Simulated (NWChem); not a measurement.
Species: C₃H₅ cation

```xyz
8

C     -1.1916     0.0000     0.2073
C      0.0000     0.0000    -0.4986
C      1.1916     0.0000     0.2073
H     -2.1547     0.0000    -0.3009
H     -1.2062     0.0000     1.2964
H      0.0000     0.0000    -1.5852
H      2.1547     0.0000    -0.3009
H      1.2062     0.0000     1.2964
```
Atoms are numbered in this order, from 1.

All runs: NWChem. Structure relaxed at the B3LYP/6-31G* (spherical d) level. Level: PBE0/def2-SVP with COSMO at NWChem's default radii, gas-phase geometry; the question gives the dielectric constant. Reactions with the solvent are ignored.

### Question
Estimate the computed values for dielectric constant 20.7. Quantities: electrostatic solvation energy (kcal/mol).

### Answer
```json
{
  "electrostatic solvation energy (kcal/mol)": "-61.3"
}
```
